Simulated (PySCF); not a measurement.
`CN(C)C[SiH2][SiH2][SiH3]`: 4 charge schemes on one density

C3H15NSi3.
Atom-mapped SMILES: `[CH3:1][N:2]([CH3:3])[CH2:4][SiH2:5][SiH2:6][SiH3:7]` (hydrogens: H8, H9, H10 on C1; H11, H12, H13 on C3; H14, H15 on C4; H16, H17 on Si5; H18, H19 on Si6; H20, H21, H22 on Si7)

Cartesian coordinates in Å at the GFN2-xTB level; atoms count from 1:
```
atom  x, y, z in Å
C1    -1.6508   -0.7780    0.0759
N2    -0.7940    0.3518    0.3682
C3    -1.4034    1.1973    1.3764
C4    -0.4769    1.1021   -0.8394
Si5    0.6995    0.1185   -1.9837
Si6    2.0244   -1.1136   -0.5431
Si7    1.7037   -0.6505    1.7010
H8    -1.1601   -1.4416   -0.6342
H9    -1.8395   -1.3324    0.9947
H10   -2.6184   -0.4686   -0.3503
H11   -1.5780    0.6131    2.2791
H12   -2.3612    1.6263    1.0430
H13   -0.7243    2.0126    1.6211
H14    0.0346    2.0166   -0.5304
H15   -1.3943    1.4207   -1.3602
H16   -0.1241   -0.6427   -2.9392
H17    1.3616    1.1227   -2.8301
H18    3.4378   -0.9324   -0.9236
H19    1.8150   -2.5484   -0.8173
H20    0.5565   -1.3246    2.3077
H21    2.8598   -1.1128    2.4900
H22    1.6217    0.7832    1.9833
```

Density: PBE0/pcSseg-1 (PySCF); schemes: Mulliken, IAO, Hirshfeld and ESP-fitted. The structure is a single GFN2-xTB conformer in the gas phase; no vibrational or solvent corrections.

Q: Tabulate the Mulliken, IAO, Hirshfeld and ESP-fitted charges.

A: In e:

| atom | environment | Mulliken | IAO | Hirshfeld | ESP-fitted |
| --- | --- | --- | --- | --- | --- |
| C1 | N-methyl carbon | -0.102 | -0.299 | -0.069 | -0.311 |
| N2 | tertiary amine nitrogen | -0.629 | -0.235 | -0.067 | +0.199 |
| C3 | N-methyl carbon | -0.102 | -0.301 | -0.070 | -0.444 |
| C4 | sp3 carbon bound to nitrogen | -0.309 | -0.416 | -0.115 | -0.232 |
| Si5 | SiH2 silicon | +0.312 | +0.446 | +0.238 | +0.259 |
| Si6 | SiH2 silicon | -0.047 | +0.127 | +0.143 | +0.057 |
| Si7 | SiH3 silicon | +0.267 | +0.324 | +0.198 | +0.234 |
| H8 | methyl hydrogen | +0.140 | +0.138 | +0.039 | +0.090 |
| H9 | methyl hydrogen | +0.124 | +0.147 | +0.045 | +0.112 |
| H10 | methyl hydrogen | +0.094 | +0.111 | +0.032 | +0.092 |
| H11 | methyl hydrogen | +0.118 | +0.144 | +0.044 | +0.143 |
| H12 | methyl hydrogen | +0.094 | +0.110 | +0.030 | +0.109 |
| H13 | methyl hydrogen | +0.124 | +0.145 | +0.043 | +0.135 |
| H14 | methylene hydrogen | +0.140 | +0.146 | +0.040 | +0.091 |
| H15 | methylene hydrogen | +0.118 | +0.116 | +0.028 | +0.068 |
| H16 | Si–H hydrogen | -0.037 | -0.105 | -0.080 | -0.090 |
| H17 | Si–H hydrogen | -0.044 | -0.099 | -0.078 | -0.091 |
| H18 | Si–H hydrogen | -0.018 | -0.083 | -0.078 | -0.061 |
| H19 | Si–H hydrogen | -0.021 | -0.082 | -0.077 | -0.062 |
| H20 | Si–H hydrogen | -0.078 | -0.105 | -0.077 | -0.099 |
| H21 | Si–H hydrogen | -0.068 | -0.121 | -0.090 | -0.100 |
| H22 | Si–H hydrogen | -0.078 | -0.108 | -0.079 | -0.100 |

Mean size of the charges over all atoms: IAO 0.178 e, ESP-fitted 0.144 e, Mulliken 0.139 e, Hirshfeld 0.080 e. Each set sums to the total charge, 0, to within 0.001 e. The IAO scheme projects the occupied orbitals on a minimal set of polarised atomic orbitals and counts the electrons in each atom's part of it. The ESP scheme fits charges at the nuclei, held to the total charge, to the electrostatic potential on points at 1.4 to 2.0 times the van der Waals radii.

Lowest charge. The schemes don't all agree: Mulliken N2 (-0.629); IAO C4 (-0.416); Hirshfeld C4 (-0.115); ESP-fitted C3 (-0.444).

Highest charge. All schemes agree: Mulliken Si5 (+0.312); IAO Si5 (+0.446); Hirshfeld Si5 (+0.238); ESP-fitted Si5 (+0.259).

Q: How closely do the schemes follow one another over all atoms?

A: Correlation coefficient and root-mean-square difference: IAO with Hirshfeld 0.90, 0.128 e; IAO with ESP-fitted 0.82, 0.117 e; Mulliken with IAO 0.82, 0.120 e; Hirshfeld with ESP-fitted 0.72, 0.123 e; Mulliken with Hirshfeld 0.68, 0.146 e; Mulliken with ESP-fitted 0.40, 0.201 e.

Q: How many electrons does the Hirshfeld scheme count on C3?

A: Z − q = 6 − (-0.070) = 6.070.
